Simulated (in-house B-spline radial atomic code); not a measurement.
# RPA and G0W0 on LDA VWN5: Se⁴⁺

Configuration [Ar] 3d10 4s2, mean-field start LDA VWN5. Computed with a B-spline radial code for spherical atoms: all electrons, scalar-relativistic (spin-free one-electron X2C), finite nucleus, each spin shell either full or empty, empty states to l = 9 with an (l + 1/2)⁻⁴ tail; G0W0 by contour deformation at full frequency.

Command:
```bash
python run_gw.py task.json out
```
Settings (radii: box in bohr, nucleus in fm):
```
Z                        34
electrons                30
configuration            [Ar] 3d10 4s2
hamiltonian              x2c
method                   lda,vwn
lmax                     9
rms_radius               4.14
spin_polarised           False
box_radius               11.96
intervals                68
ion_configuration        [Ar] 3d10 4s1
```

Run time, properties included: 7.5 s on 1 thread of Arm Neoverse N1, with other jobs on the host.

Energies (hartree):

```json
{"term": "mean-field total", "value": "-2422.43783"}
{"term": "Hartree-Fock functional on these orbitals", "value": "-2424.34806"}
{"term": "direct second order", "value": "-2.6968"}
{"term": "second-order exchange", "value": "0.78365"}
{"term": "SOSEX correction", "value": "0.71167"}
```

**Question.** What is the RPA correlation energy, and what remains with SOSEX?

**Answer.** RPA gives -2.3165 hartree (-2.1 eV per electron); RPA + SOSEX gives -1.6048, and the second-order doubles -1.9131 hartree (no singles). RPA lacks exchange-type terms and so overcorrelates at short range.

Quasi-particle levels (eV):

| level | occupied | mean field | Σx - vxc | Σc | QP weight | G0W0 |
| --- | --- | --- | --- | --- | --- | --- |
| 4s | yes | -62.17 | -3.79 | ? | ? | ? |
| 3d | yes | -104.65 | -17.93 | 3.97 | 0.910 | -118.62 |
| 4p | no | -48.50 | 7.20 | -1.72 | 0.954 | -43.02 |

G0W0 = mean field + (Σx - vxc) + Σc, with Σc (partial-wave tail included) taken at the quasi-particle energy. Only the outer levels were computed. Levels of low weight are left out.

**Question.** Where does G0W0 put 4s?

**Answer.** At -68.26 eV, with Σc = -2.30 eV and a quasi-particle weight of 0.958. The tabulated removal energy is 68.3 ± 0.1 eV (NIST, semi-empirical); the calculation leaves out spin-orbit coupling, Breit and QED terms, and what these don't explain is the method's own error.

**Question.** What does it cost to remove one electron (to [Ar] 3d10 4s1) by differences of total energies, each species on its own start (correlation terms add to the Hartree-Fock functional)?

**Answer.** LDA VWN5 68.56 eV, Hartree-Fock functional 65.49 eV, + RPA 68.12 eV, + RPA + SOSEX 67.51 eV, + second order 68.59 eV. Tabulated: 68.3 ± 0.1 eV (NIST, semi-empirical); the calculation leaves out spin-orbit coupling, Breit and QED terms, and what these don't explain is the method's own error.
